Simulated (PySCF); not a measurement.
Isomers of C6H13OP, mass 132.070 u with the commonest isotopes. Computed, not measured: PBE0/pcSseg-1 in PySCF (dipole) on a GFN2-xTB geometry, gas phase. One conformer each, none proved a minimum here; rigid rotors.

Question: Order these by rotational constant C, largest first.
A. `[CH3:1][CH:2]([CH3:3])[P:4]1(=[O:5])[CH2:6][CH2:7][CH2:8]1` with C1–C2–P4–O5 -60°, C2–P4–C6–C7 -92°, P4–C6–C7–C8 -17°, C6–C7–C8–P4 17°, C2–P4–C8–C7 92°
B. `[CH3:1][CH2:2][C@@H:3]1[CH2:4][P@H:5](=[O:6])[C@H:7]1[CH3:8]` with C1–C2–C3–C4 -67°, C2–C3–C4–P5 -141°, C3–C4–P5–O6 138°, C4–P5–C7–C8 -138°, C2–C3–C7–P5 141°
C. `[CH3:1][C@@H:2]1[CH2:3][CH2:4][P@@H:5](=[O:6])[C@@H:7]1[CH3:8]` with C1–C2–C3–C4 -178°, C2–C3–C4–P5 35°, C3–C4–P5–O6 -134°, C4–P5–C7–C8 105°

Answer: A (1298 MHz), C (1131 MHz), B (871.1 MHz).

Question: Order these by out-of-plane moment Σ m c² = (Ia + Ib − Ic)/2, smallest first.
A. `[CH3:1][CH:2]([CH3:3])[P:4]1(=[O:5])[CH2:6][CH2:7][CH2:8]1` with C1–C2–P4–O5 -60°, C2–P4–C6–C7 -92°, P4–C6–C7–C8 -17°, C6–C7–C8–P4 17°, C2–P4–C8–C7 92°
B. `[CH3:1][C@@H:2]1[CH2:3][CH2:4][P@@H:5](=[O:6])[C@@H:7]1[CH3:8]` with C1–C2–C3–C4 -178°, C2–C3–C4–P5 35°, C3–C4–P5–O6 -134°, C4–P5–C7–C8 105°
C. `[CH3:1][CH2:2][C@@H:3]1[CH2:4][P@H:5](=[O:6])[C@H:7]1[CH3:8]` with C1–C2–C3–C4 -67°, C2–C3–C4–P5 -141°, C3–C4–P5–O6 138°, C4–P5–C7–C8 -138°, C2–C3–C7–P5 141°

Answer: C (28.63 u·Å²), B (54.73 u·Å²), A (98.35 u·Å²).

Question: Order these by radius of gyration √(Σ m r²/M), smallest first.
A. `[CH3:1][CH2:2][C@@H:3]1[CH2:4][P@H:5](=[O:6])[C@H:7]1[CH3:8]` with C1–C2–C3–C4 -67°, C2–C3–C4–P5 -141°, C3–C4–P5–O6 138°, C4–P5–C7–C8 -138°, C2–C3–C7–P5 141°
B. `[CH3:1][C@@H:2]1[CH2:3][CH2:4][P@@H:5](=[O:6])[C@@H:7]1[CH3:8]` with C1–C2–C3–C4 -178°, C2–C3–C4–P5 35°, C3–C4–P5–O6 -134°, C4–P5–C7–C8 105°
C. `[CH3:1][CH:2]([CH3:3])[P:4]1(=[O:5])[CH2:6][CH2:7][CH2:8]1` with C1–C2–P4–O5 -60°, C2–P4–C6–C7 -92°, P4–C6–C7–C8 -17°, C6–C7–C8–P4 17°, C2–P4–C8–C7 92°

Answer: C (1.922 Å), B (1.949 Å), A (2.147 Å).

```tsv
SMILES	point group	Ia (u·Å²)	Ib (u·Å²)	Ic (u·Å²)	κ	μa (D)	μb (D)	μc (D)
CC[C@@H]1C[P@H](=O)[C@H]1C	C1	183.84	453.58	580.15	-0.74	3.68	1.51	1.64
CC(C)P1(=O)CCC1	Cs	197.93	388.21	389.45	-0.99	0.66	0.04	3.82
C[C@@H]1CC[P@@H](=O)[C@@H]1C	C1	191.24	365.17	446.96	-0.67	3.69	0.56	2.19
```
